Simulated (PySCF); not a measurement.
**Computed properties of BrSi, SMILES [Si]Br**

BrSi, SMILES [Si]Br (connectivity only; charge and spin as stated), charge +1, multiplicity 1. Geometry: B3LYP-D3(BJ)/def2-TZVP. The multiplicity is an assumed one; other spin states were not compared. Other conformers were not sampled. All values are computed for the isolated molecule unless a solvent is named; none is compared with measurement here.

**Structure.** The optimised structure has C∞v symmetry. All 1 harmonic modes at B3LYP-D3(BJ)/def2-TZVP (PySCF) are real, so it is a minimum.

**Vibrations.** The strongest infrared lines (harmonic, unscaled, degenerate partners summed) lie at 515 cm⁻¹ (107 km/mol, Si 74 %, Br 26 %). The softest mode is at 515 cm⁻¹ and the zero-point energy is 0.7 kcal/mol.

**Electronic structure.** ωB97X/def2-TZVPD (PySCF) places the frontier levels at -17.79 and -7.27 eV, a gap of 10.52 eV and a mean polarisability of 39.0 bohr³.

**Excitations.** TDDFT-M06-2X/def2-TZVPD (PySCF) has S1 at 4.72 eV (263 nm, f = 0.054, bright); the most intense of the 10 singlets computed lies at 9.55 eV (f = 1.57). Strengths of degenerate partners are summed. T1 (TDA) is at 3.48 eV. No vertical singlet excitation falls in the visible range (under 3.1 eV).

**NMR.** GIAO shifts at PBE0/pcSseg-2 (PySCF) (non-relativistic, atoms alike by connectivity averaged): ²⁹Si at 305.4 ppm against TMS. Without spin–orbit terms, shifts of atoms bonded to Cl or Br come out too high.
